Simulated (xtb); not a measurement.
H2B3Cl3N3, doublet, from a rough starting geometry; GFN2-xTB (xtb).

The xtb input:
```
$ xtb mol.xyz --gfn 2 --uhf 1 --opt vtight --json

# file mol.xyz
11

Cl     3.20910943    -0.69047341    -0.19034737
B      1.53509902    -0.17369944    -0.14010015
N      1.06466610     1.14828233    -0.08021495
B     -0.21568145     1.58424542     0.05014833
Cl    -0.77978990     3.19147535     0.10242804
N     -1.19920140     0.49567018     0.10243770
B     -0.83276741    -0.92431800     0.01188847
Cl    -2.03793206    -2.08271370     0.04547642
N      0.57633375    -1.22978996    -0.06075664
H     -2.19126790     0.76500027     0.22258614
H      0.84979309    -2.11582115    -0.16427920
```

It wrote (shortened):

```
   ID    Z sym.   atoms
    1   17 Cl     1, 5, 8
    2    5 B      2, 4, 7
    3    7 N      3, 6, 9
    4    1 H      10, 11

           -------------------------------------------------
          |                Calculation Setup                |
           -------------------------------------------------

           -------------------------------------------------
          |                 G F N 2 - x T B                 |
           -------------------------------------------------

          ...................................................
          :                      SETUP                      :
          :.................................................:
          :  # basis functions                  56          :
          :  # atomic orbitals                  53          :
          :  # shells                           23          :
          :  # electrons                        47          :
          :  max. iterations                   250          :
          :  Hamiltonian                  GFN2-xTB          :
          :  restarted?                      false          :
          :  GBSA solvation                  false          :
          :  PC potential                    false          :
          :  electronic temp.          300.0000000     K    :
          :  accuracy                    1.0000000          :
          :  -> integral cutoff          0.2500000E+02      :
          :  -> integral neglect         0.1000000E-07      :
          :  -> SCF convergence          0.1000000E-05 Eh   :
          :  -> wf. convergence          0.1000000E-03 e    :
          :  Broyden damping             0.4000000          :
          :  net charge                          0          :
          :  unpaired electrons                  1          :
          ...................................................

 iter      E             dE          RMSdq      gap      omega  full diag
   1    -27.3166385 -0.273166E+02  0.984E+00    5.53       0.0  T
   2    -27.4882914 -0.171653E+00  0.609E+00    4.47       1.0  T
   3    -27.4794657  0.882565E-02  0.272E+00    5.08       1.0  T
   4    -27.4897389 -0.102732E-01  0.180E+00    5.05       1.0  T
   5    -27.5162071 -0.264682E-01  0.792E-01    4.94       1.0  T
   6    -27.5185627 -0.235565E-02  0.504E-01    5.11       1.0  T
   7    -27.5191380 -0.575222E-03  0.235E-01    5.06       1.0  T
   8    -27.5192895 -0.151575E-03  0.157E-01    5.10       1.0  T
   9    -27.5193692 -0.796496E-04  0.119E-01    5.08       1.0  T
  10    -27.5193948 -0.255676E-04  0.866E-02    5.07       1.0  T
  11    -27.5194366 -0.418561E-04  0.332E-02    5.08       1.0  T
  12    -27.5194397 -0.309267E-05  0.226E-02    5.09       1.3  T
  13    -27.5194421 -0.239557E-05  0.932E-03    5.08       3.2  T
  14    -27.5194426 -0.511126E-06  0.526E-03    5.08       5.7  T
  15    -27.5194428 -0.150578E-06  0.206E-03    5.08      14.6  T
  16    -27.5194427  0.251176E-07  0.224E-03    5.08      13.4  T
  17    -27.5194428 -0.243292E-07  0.172E-03    5.08      17.6  T
  18    -27.5194428 -0.257546E-07  0.637E-04    5.08      47.3  T
  19    -27.5194428 -0.100122E-08  0.347E-04    5.08      86.9  T

   *** convergence criteria satisfied after 19 iterations ***

         :::::::::::::::::::::::::::::::::::::::::::::::::::::
         ::                     SUMMARY                     ::
         :::::::::::::::::::::::::::::::::::::::::::::::::::::
         :: total energy             -27.342050179314 Eh    ::
         :: gradient norm              0.140835872361 Eh/a0 ::
         :: HOMO-LUMO gap              5.082180175288 eV    ::
         ::.................................................::
         :: SCC energy               -27.519417958968 Eh    ::
         :: -> isotropic ES            0.117846833050 Eh    ::
         :: -> anisotropic ES         -0.000860833551 Eh    ::
         :: -> anisotropic XC         -0.003244898897 Eh    ::
[...]
 * total energy  :   -27.3420502 Eh     change       -0.1040576E-08 Eh
 * total energy  :   -27.3516089 Eh     change       -0.9558764E-02 Eh
 * total energy  :   -27.3529752 Eh     change       -0.1366243E-02 Eh
 * total energy  :   -27.3532910 Eh     change       -0.3157883E-03 Eh
 * total energy  :   -27.3534287 Eh     change       -0.1377617E-03 Eh
 * total energy  :   -27.3534519 Eh     change       -0.2311768E-04 Eh
 * total energy  :   -27.3534558 Eh     change       -0.3898736E-05 Eh
 * total energy  :   -27.3534567 Eh     change       -0.9489753E-06 Eh
 * total energy  :   -27.3534569 Eh     change       -0.1625309E-06 Eh
 * total energy  :   -27.3534569 Eh     change       -0.2730008E-07 Eh
   *** GEOMETRY OPTIMIZATION CONVERGED AFTER 10 ITERATIONS ***
         :: total energy             -27.353456894299 Eh    ::
[...]
        25                         -0.2319258              -6.3110 (LUMO)
        26                         -0.2232279              -6.0743
        27                         -0.1299157              -3.5352
        28                         -0.0720035              -1.9593
        29                         -0.0527537              -1.4355
        30                         -0.0504818              -1.3737
        31                         -0.0016370              -0.0445
        32                         -0.0008443              -0.0230
        33                          0.0110563               0.3009
        34                          0.0117447               0.3196
        35                          0.0126886               0.3453
       ...                                ...                  ...
        53                          0.5963407              16.2273
      -------------------------------------------------------------
                  HL-Gap            0.1905307 Eh            5.1846 eV
             Fermi-level           -0.3769050 Eh          -10.2561 eV

     #   Z          covCN         q      C6AA      α(0)
     1  17 Cl       0.848    -0.200   105.402    15.706
     2   5 B        2.528     0.396    16.984     7.125
     3   7 N        1.706    -0.314    28.855     7.942
     4   5 B        2.528     0.396    16.984     7.125
     5  17 Cl       0.848    -0.200   105.403    15.706
     6   7 N        2.572    -0.314    28.111     7.874
     7   5 B        2.525     0.388    17.136     7.165
     8  17 Cl       0.851    -0.250   107.041    15.828
     9   7 N        2.572    -0.314    28.111     7.874
    10   1 H        0.860     0.207     1.070     1.620
    11   1 H        0.860     0.207     1.070     1.620

 Mol. C6AA /au·bohr⁶  :       3744.645434
 Mol. C8AA /au·bohr⁸  :     129043.927766
 Mol. α(0) /au        :         95.584694

Wiberg/Mayer (AO) data.
largest (>0.10) Wiberg bond orders for each atom

 ---------------------------------------------------------------------------
     #   Z sym  total        # sym  WBO       # sym  WBO       # sym  WBO
 ---------------------------------------------------------------------------
     1  17 Cl   1.185 --     2 B    0.991     3 N    0.121
     2   5 B    3.457 --     3 N    1.313     9 N    1.070     1 Cl   0.991
     3   7 N    3.112 --     4 B    1.313     2 B    1.313     1 Cl   0.121
                             5 Cl   0.121
     4   5 B    3.457 --     3 N    1.313     6 N    1.070     5 Cl   0.990
     5  17 Cl   1.185 --     4 B    0.990     3 N    0.121
     6   7 N    3.444 --     7 B    1.211     4 B    1.070    10 H    0.929
     7   5 B    3.464 --     9 N    1.211     6 N    1.211     8 Cl   0.973
     8  17 Cl   1.112 --     7 B    0.973
     9   7 N    3.444 --     7 B    1.211     2 B    1.070    11 H    0.929
    10   1 H    0.956 --     6 N    0.929
    11   1 H    0.956 --     9 N    0.929
 ---------------------------------------------------------------------------

Topologies differ in total number of bonds
Writing topology from bond orders to xtbtopo.mol

molecular dipole:
                 x           y           z       tot (Debye)
 q only:       -0.347      -0.360       0.013
   full:       -0.427      -0.444       0.016       1.567
molecular quadrupole (traceless):
                xx          xy          yy          xz          yz          zz
 q only:       -2.983      -4.568      -3.343       0.503       0.038       6.326
  q+dip:       -4.426      -4.383      -4.789       0.801      -0.096       9.216
   full:       -5.008      -3.863      -5.339       0.931      -0.179      10.347

optimized geometry written to: xtbopt.xyz

           -------------------------------------------------
          | TOTAL ENERGY              -27.353456894299 Eh   |
          | GRADIENT NORM               0.000041944102 Eh/α |
          | HOMO-LUMO GAP               5.184605101255 eV   |
           -------------------------------------------------
```
